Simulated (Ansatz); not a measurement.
Input for Ansatz (a program for electronic structure): R-BHLYP/def2-TZVPP on C4H4N2 (SMILES N#CCCC#N).

Ansatz 0.2 input:
```yaml
crystal:
  periodic: [false, false, false]
  atoms:
    - {symbol: N, position_ang: [-2.07789514, 1.61275562, -0.65720524]}
    - {symbol: C, position_ang: [-1.49178968, 0.69969838, -0.27909947]}
    - {symbol: C, position_ang: [-0.73927653, -0.46363347, 0.17488011]}
    - {symbol: C, position_ang: [0.74219122, -0.42038387, -0.25400300]}
    - {symbol: C, position_ang: [1.48734279, 0.64873077, 0.39979895]}
    - {symbol: N, position_ang: [2.06768270, 1.48394170, 0.93438761]}
    - {symbol: H, position_ang: [-1.20131354, -1.35942264, -0.24397047]}
    - {symbol: H, position_ang: [-0.81439321, -0.53314149, 1.26121643]}
    - {symbol: H, position_ang: [1.21033027, -1.37327646, -0.00063238]}
    - {symbol: H, position_ang: [0.81712112, -0.29536855, -1.33537255]}
basis:
  gaussian:
    orbitals: def2-TZVPP
hamiltonian:
  xc: {name: BHLYP}
scf: {lower_state_search: off}
```

The log:

```
WARN ansatz: RAYON_NUM_THREADS=4 ignored (pool sized by the plan → 4); use --threads N
Functional definition: BHLYP
these checks for a lower state are left out or cut short: stability, starts, cluster_reference, orbital_swaps, neighbouring_geometries, increment
integrals: 0.16 GiB planned
1458 factors; their error is unknown
mean field: 1.57 GiB planned
mean field evaluation 1: about -7184.0999 eV, gradient 5.5e1 eV
mean field evaluation 2: about -7182.1791 eV, gradient 6.4e1 eV
mean field evaluation 4: about -7190.3358 eV, gradient 2.4e0 eV
mean field evaluation 8: about -7190.3484 eV, gradient 4.6e-2 eV
mean field evaluation 16: about -7190.3915 eV, gradient 6.5e-5 eV
mean field -7190.39151556 eV, -264.2420143745 hartree, gradient 2.7e-6 eV, S^2 0.000000; 0 other end points of the search recorded, 0 dependent functions left out
reference -7190.39168003 eV, -264.2420204187 hartree; 21, 21 occupied and 221, 221 virtual orbitals, 1458 factors
Total energy: -7190.39168003 eV, -264.2420204187 hartree
Checks for a lower state left out: stability, starts, cluster_reference, orbital_swaps, neighbouring_geometries, increment
```

Self-consistency was reached.

Cost: roughly 4 core-seconds.
